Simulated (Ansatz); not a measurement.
`C[Se][GaH][Cl]` + `C=CC` → `C=C[CH2][GaH][Cl]` + `C[SeH]` at 700 K and 1 bar (formal exchange of groups at a Ga–Se bond).

Gas-phase electronic energies from Ansatz, PBE0-D4/def2-TZVP geometries. CCSD(T)/CBS adds triple-zeta CCSD(T) − MP2 to the extrapolated MP2 energy (def2 sets, frozen cores). For Ga, Se outer-core shells are correlated without core-valence functions, which leaves a few kJ/mol of doubt a bond. Scalar relativity is left out up to krypton. Each species was taken in one conformer, which may not be the lowest.

```
            species  CCSD(T)/CBS energy (Eh)  H − E (kJ/mol)  S (J/(mol·K))
   `C[Se][GaH][Cl]`              -4824.97287           190.8          473.1
             `C=CC`               -117.74610           260.0          340.6
`C=C[CH2][GaH][Cl]`              -2501.51881           285.4          494.4
           `C[SeH]`              -2441.15625           157.6          325.3
```

H − E and S are ideal-gas, rigid-rotor, harmonic terms from PBE0-D4/def2-TZVP, for one conformer and one mirror image of each species. 1 Eh = 2625.50 kJ/mol, R = 8.31446 J/(mol·K).

Problem. By hand: ΔE, ΔH, ΔS and ΔG.

Solution. ΔE = (-2501.51881) + (-2441.15625) − (-4824.97287) − (-117.74610) = 0.04391 Eh = 115.3 kJ/mol. Δ(H − E) = 285.4 + 157.6 − 190.8 − 260.0 = -7.8, so ΔH = 107.5 kJ/mol. ΔS = 494.4 + 325.3 − 473.1 − 340.6 = 6.0 J/(mol·K). ΔG = 107.5 − 700 × (6.0)/1000 = 103.3 kJ/mol.

Problem. By hand: the equilibrium constant, and the temperature at which ΔG would vanish if ΔH and ΔS stayed fixed.

Solution. log₁₀ K = −ΔG/(RT ln 10) = -7.7. ΔG = 0 at ΔH/ΔS = 17917 K, far beyond where these terms or the molecules hold.

The number of gas molecules stays the same, so ΔS is small and ΔH decides. A doubt of 5 kJ/mol in ΔE shifts log₁₀ K by 0.4 here. Other conformers and mirror images would add mixing entropy, several J/(mol·K) or more a flexible species. Modes under 60 cm⁻¹, often nearly free rotors, make the harmonic entropy too high. These are equilibria of isolated gas molecules and say nothing of rates. Largest T1 diagnostic: 0.012 (customary marks: 0.02 for closed shells, 0.045 for open ones).
